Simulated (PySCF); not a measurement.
**Correlation energy of Os²⁺ (osmium, charge +2)**

[Xe] 4f14 5d6, high-spin 5D determinant. Computed with PySCF 2.14 in aug-cc-pVDZ-PP with ECP60MDF (5s5p4d2f, 54 functions), with scalar relativity through the core potential. Frozen: 5s2 5p6; 6 electrons correlated.

```tsv
level	correlation energy (mhartree)
CCSD	-83.81
(T)	-1.59
CCSD(T)	-85.40
```

Diagnostics: T1 = 0.0045, D1 = 0.0086, largest double amplitude 0.061.

Spin-orbit coupling, absent here, splits the open shell strongly.

Cost of the coupled-cluster step: of the order of 2.7 core-seconds, for 6 correlated electrons.

Iterations:

```
CC2 = 0
CCSD nocc = (np.int64(5), np.int64(1)), nmo = (50, 50)
frozen orbitals [[0, 1, 2, 3], [0, 1, 2, 3]]
max_cycle = 100
direct = 0
conv_tol = 1e-08
conv_tol_normt = 1e-06
diis_space = 8
diis_start_cycle = 0
Init t2, MP2 energy = -0.0746761671390347
Init E_corr(UCCSD) = -0.0746761671470688
cycle = 1  E_corr(UCCSD) = -0.0811292224636308  dE = -0.00645305532  norm(t1,t2) = 0.0272437
cycle = 2  E_corr(UCCSD) = -0.0822501550486314  dE = -0.00112093259  norm(t1,t2) = 0.0156023
cycle = 3  E_corr(UCCSD) = -0.0835200152689735  dE = -0.00126986022  norm(t1,t2) = 0.011662
cycle = 4  E_corr(UCCSD) = -0.0837117592073248  dE = -0.000191743938  norm(t1,t2) = 0.00495419
cycle = 5  E_corr(UCCSD) = -0.0838027710242  dE = -9.10118169e-05  norm(t1,t2) = 0.00174332
cycle = 6  E_corr(UCCSD) = -0.0838036114884331  dE = -8.40464233e-07  norm(t1,t2) = 0.000658737
cycle = 7  E_corr(UCCSD) = -0.0838080157542817  dE = -4.40426585e-06  norm(t1,t2) = 0.000286705
cycle = 8  E_corr(UCCSD) = -0.0838111425145772  dE = -3.1267603e-06  norm(t1,t2) = 0.000174209
cycle = 9  E_corr(UCCSD) = -0.0838103666720141  dE = 7.75842563e-07  norm(t1,t2) = 9.27129e-05
cycle = 10  E_corr(UCCSD) = -0.0838106226370703  dE = -2.55965056e-07  norm(t1,t2) = 3.48878e-05
cycle = 11  E_corr(UCCSD) = -0.0838108409506489  dE = -2.18313579e-07  norm(t1,t2) = 1.42795e-05
cycle = 12  E_corr(UCCSD) = -0.0838107878904314  dE = 5.30602175e-08  norm(t1,t2) = 5.43209e-06
cycle = 13  E_corr(UCCSD) = -0.0838107358493188  dE = 5.20411126e-08  norm(t1,t2) = 2.04445e-06
cycle = 14  E_corr(UCCSD) = -0.0838107344515217  dE = 1.3977971e-09  norm(t1,t2) = 7.04456e-07
UCCSD converged
E(UCCSD) = -89.3217381901304  E_corr = -0.08381073445152173
UCCSD(T) correction = -0.00158857732249196
```
